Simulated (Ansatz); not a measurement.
C14H14, SMILES `c1ccc(CCc2ccccc2)cc1`, relaxed with RKS PBE-D4/def2-SVP in the Gaussian-basis code of Ansatz from a rough embedded geometry. The force threshold is 0.03 eV/Å; the program also tests the step.

Charge 0, multiplicity 1.

Start:

```xyz
28

C     0.126   -2.096    2.606
C     0.257   -2.961    1.533
C     0.755   -2.501    0.328
C     1.132   -1.172    0.177
C     1.607   -0.662   -1.152
C     0.403   -0.265   -2.032
C    -0.384    0.827   -1.368
C    -0.002    2.155   -1.508
C    -0.682    3.159   -0.844
C    -1.753    2.847   -0.025
C    -2.143    1.527    0.119
C    -1.463    0.524   -0.547
C     0.999   -0.313    1.260
C     0.500   -0.770    2.466
H    -0.266   -2.453    3.547
H    -0.032   -3.998    1.636
H     0.853   -3.180   -0.508
H     2.245    0.212   -1.010
H     2.183   -1.433   -1.668
H     0.771    0.072   -3.003
H    -0.229   -1.142   -2.184
H     0.836    2.403   -2.145
H    -0.373    4.188   -0.962
H    -2.282    3.630    0.499
H    -2.978    1.276    0.758
H    -1.768   -0.506   -0.427
H     1.285    0.724    1.155
H     0.400   -0.090    3.299
```

```csv
step,energy (eV),largest force (eV/Å),largest move (Å)
1,-14717.3510,0.742,0.000
2,-14717.5754,0.281,0.077
3,-14717.5942,0.069,0.039
4,-14717.5942,0.100,0.020
5,-14717.5961,0.029,0.021
```

End:

```xyz
28

C     0.172   -2.166    2.673
C     0.276   -3.034    1.574
C     0.769   -2.561    0.348
C     1.164   -1.216    0.196
C     1.603   -0.689   -1.149
C     0.410   -0.239   -2.035
C    -0.402    0.865   -1.402
C    -0.011    2.213   -1.535
C    -0.710    3.236   -0.876
C    -1.817    2.925   -0.070
C    -2.218    1.587    0.071
C    -1.516    0.568   -0.590
C     1.055   -0.357    1.308
C     0.563   -0.825    2.535
H    -0.212   -2.536    3.636
H    -0.022   -4.089    1.674
H     0.849   -3.247   -0.511
H     2.290    0.173   -1.011
H     2.175   -1.469   -1.696
H     0.806    0.095   -3.018
H    -0.239   -1.119   -2.233
H     0.857    2.463   -2.167
H    -0.392    4.283   -0.997
H    -2.369    3.726    0.446
H    -3.084    1.333    0.702
H    -1.825   -0.482   -0.464
H     1.346    0.700    1.201
H     0.483   -0.136    3.391
```

It took 6 s on 10 threads of an AMD EPYC 7R13 on a shared host and a whole NVIDIA H100 80 GB, with 0.95 GiB of host memory at the peak.
